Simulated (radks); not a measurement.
Values are calculated unless marked as measured or tabulated.
Q: These are the eigenvalues of the occupied orbitals of an atom or ion with whole-number occupations (Ry). Code: a radial shooting solver on a logarithmic mesh with Libxc functionals. Model: scalar-relativistic Kohn-Sham, SCAN, spin-polarised, spherical densities, finite nucleus; meta-GGA in the generalised Kohn-Sham scheme; Fermi nuclear charge, rms radius of each element as measured or else 0.836 A^(1/3) + 0.57 fm.

orbital  eigenvalue
1s up     -294.6308
1s down   -294.5662
2s up     -33.76292
2s down   -33.69803
2p up     -27.77189
2p down   -27.67909
3s up      -6.20749
3s down    -5.79945
3p up      -4.67721
3p down    -4.28492
3d up      -2.41887

Which element is it, and in what charge state? The configuration may be excited. Open shells, if any, are filled with parallel spins first.

A: Z = 20, calcium, charge +3: Ca3+ in [Ne] 3s2 3p4 3d1. The list shows which subshells hold electrons but not how many an open one holds; the 1s level, -147.32 hartree, gives Z - s = 17.2 by -(Z - s)^2/2, which with screening and relativity narrows Z to a few neighbours, and the depths of the outer levels then fix element, charge and occupations together.
